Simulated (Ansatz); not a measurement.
Ba6O5 (the lowest singlet isomer of a short search) was relaxed with PBE-D4 (def2-SVP) in Ansatz in these states: neutral quintet, neutral singlet, neutral triplet. The geometries follow in no particular order.

In the def2 sets Ba takes a core potential; there is no spin–orbit coupling.

A:

```xyz
11

Ba   -3.0424   -0.2300    0.0992
Ba   -0.7153    2.7722   -1.1574
Ba    2.6421    0.2783   -0.2699
Ba    0.4287   -2.4233    0.9872
Ba   -0.4761   -1.1475   -2.8273
Ba    0.2184    0.9987    2.4470
O     1.8549   -0.6506    1.7939
O    -1.6935    0.6309   -1.7241
O     0.9365    1.9619    0.2796
O     1.1460   -1.4500   -1.1764
O    -1.2993   -0.7405    1.5482
```

B:

```
atom   x (Å)   y (Å)   z (Å)
 Ba1  -2.208   1.076  -1.840
 Ba2   0.527  -1.894  -2.355
 Ba3   1.868  -1.095   1.545
 Ba4  -0.630   1.616   2.016
 Ba5  -2.131  -2.087   0.721
 Ba6   1.797   1.792  -0.793
  O7   1.715   1.308   1.564
  O8  -1.612  -1.228  -1.469
  O9   1.865  -0.674  -0.888
 O10  -0.560  -0.851   1.920
 O11  -0.631   2.037  -0.418
```

C:

```xyz
11

Ba    2.745   -0.705   -1.267
Ba   -0.254   -3.062    0.442
Ba   -2.476    0.424    0.984
Ba    0.307    2.612   -0.601
Ba   -1.132   -0.608   -2.826
Ba    1.122    0.335    2.430
O    -0.587    1.890    1.577
O     0.548   -1.763   -1.472
O    -0.723   -1.141    1.728
O    -1.508    1.053   -1.194
O     1.958    0.967    0.200
```

**Question.** Judge from the bond lengths which geometry belongs to which state (an estimate).

**Answer.** A is the neutral triplet (Ba2–Ba5 4.267 Å, Ba1–Ba5 3.999 Å, Ba1–Ba2 4.001 Å); B is the neutral singlet (Ba2–Ba5 4.070 Å, Ba1–Ba5 4.070 Å, Ba1–Ba2 4.070 Å); C is the neutral quintet (Ba2–Ba5 4.180 Å, Ba1–Ba5 4.180 Å, Ba1–Ba2 4.180 Å).

The restricted singlet is unstable towards broken spin symmetry in Hartree–Fock (as tested in another run); at PBE-D4/def2-SVP this wasn't settled. At PBE0-D4/def2-TZVP a singlet lies 0.20 eV below the neutral triplet. At PBE0-D4/def2-TZVP a singlet lies 3.15 eV below the neutral quintet. These are the stationary points nearest to one start from a short search; other shapes may lie lower in each state.
